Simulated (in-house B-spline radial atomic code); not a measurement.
Si²⁺. Computed with a B-spline radial atomic code. Model: non-relativistic spherical atom: semilocal Troullier-Martins pseudo-atom, one channel per l, against all electrons, high spin, G0W0 and RPA with empty states to l = 8, local potential for every l without a channel, a model core (radius 0 = none) keeps its share of the functional.

What the tables leave out is listed at the end.

The pseudopotential gives back the lowest level of each angular momentum of its own functional in the configuration it was made in; a second state of the same l is only approximately right. Exact exchange, RPA and GW see the smooth pseudo-orbitals and miss the exchange with the core, for which the functional's share stands in. The column with an uncorrelated core keeps all orbitals and exact exchange, and so separates missing core correlation from pseudisation. Only the three outermost levels and the lowest empty one were computed. RPA here is direct RPA, with no exchange kernel, and its energies carry an (l + 1/2)⁻⁴ tail. A hybrid on a potential with a model core restores only its own semilocal share of the core's exchange.

Command:
```bash
python run_psgw.py task.json out
```
Settings (lengths in bohr, energies in hartree):
```
Z                      14
electrons              12
configuration          [Ne] 3s2
generated_in           [Ne] 3s2 3p2
functional             pbe,pbe
core_shells            2
radius_factor          0.8
core_correction        True
ion_configuration      [Ne] 3s1
```

Time taken, with all properties: 32 s on 1 thread of Arm Neoverse N1 (shared host).

Given: made with PBE; model core radius 0.166 bohr; local radius 0.64 bohr; mean-field start PBE.

Valence shells of the generating configuration: 2p, 3s, 3p.

Channel: s 1.435, p 0.5 (radii in bohr).

Computed: largest level miss in the spin-unpolarised generating configuration 0.012 eV; valence RPA correlation energy all-electron orbitals -0.45509 hartree; valence RPA correlation energy pseudo -0.57261 hartree; all-electron RPA polarisability, core included 8.9757 bohr³; pseudo-atom RPA polarisability 9.0005 bohr³; ionisation by RPA all-electron 33.927 eV; ionisation by RPA pseudo minus all 0.459 eV.

```json
{"level": "3s", "occupied": "1", "mean-field all-electron (eV)": "-28.478", "mean-field pseudo minus all (eV)": "0.039", "G0W0 all-electron (eV)": "-33.755", "G0W0 uncorrelated core minus all (eV)": "-0.042", "G0W0 pseudo minus all (eV)": "-0.435", "exchange self-energy all-electron (eV)": "-15.194", "exchange self-energy pseudo (eV)": "-14.229"}
{"level": "3p (empty)", "occupied": "0", "mean-field all-electron (eV)": "-20.516", "mean-field pseudo minus all (eV)": "0.036", "G0W0 all-electron (eV)": "-16.776", "G0W0 uncorrelated core minus all (eV)": "0.022", "G0W0 pseudo minus all (eV)": "0.216", "exchange self-energy all-electron (eV)": "-4.4966", "exchange self-energy pseudo (eV)": "-3.8802"}
```

(1) What is the ionisation by mean-field all-electron?

(2) What is the ionisation by mean-field pseudo minus all?

Given: mean-field start PBE0.

Computed: valence RPA correlation energy all-electron orbitals -0.43153 hartree; valence RPA correlation energy pseudo -0.54796 hartree; all-electron RPA polarisability, core included 8.034 bohr³; ionisation by mean-field all-electron 33.245 eV; ionisation by mean-field pseudo minus all 0.086 eV; ionisation by RPA pseudo minus all 0.41 eV.

```csv
level,occupied,mean-field all-electron (eV),mean-field pseudo minus all (eV),G0W0 all-electron (eV),G0W0 uncorrelated core minus all (eV),G0W0 pseudo minus all (eV),exchange self-energy all-electron (eV),exchange self-energy pseudo (eV)
3s,1,-29.632,-0.073,-33.705,-0.038,-0.408,-15.055,-14.328
3p (empty),0,-19.399,0.174,-16.695,0.02,0.284,-4.2854,-3.7174
```

(3) What is the ionisation by RPA all-electron?

(4) What is the pseudo-atom RPA polarisability?

Results:

(1) 33.383 eV.

(2) -0.051 eV.

(3) 33.716 eV.

(4) 7.8877 bohr³.

Among the listed levels the largest G0W0 shift of the pseudo-atom is -0.43 eV, for 3s on the PBE start, while leaving the core uncorrelated moves that level by -0.04 eV. So pseudisation and the lost core exchange, not the missing core correlation, make the error. Not in the tables (levels of low weight, unsolved or above zero; the highest and the empty levels are kept at any weight): on PBE the G0W0 levels 2p (pseudo minus all +3.14 eV, weights 0.79 and 0.66); on PBE0 the G0W0 levels 2p (pseudo minus all +4.80 eV, weights 0.74 and 0.84); no Hartree-Fock pseudo-atom is run with a model core.
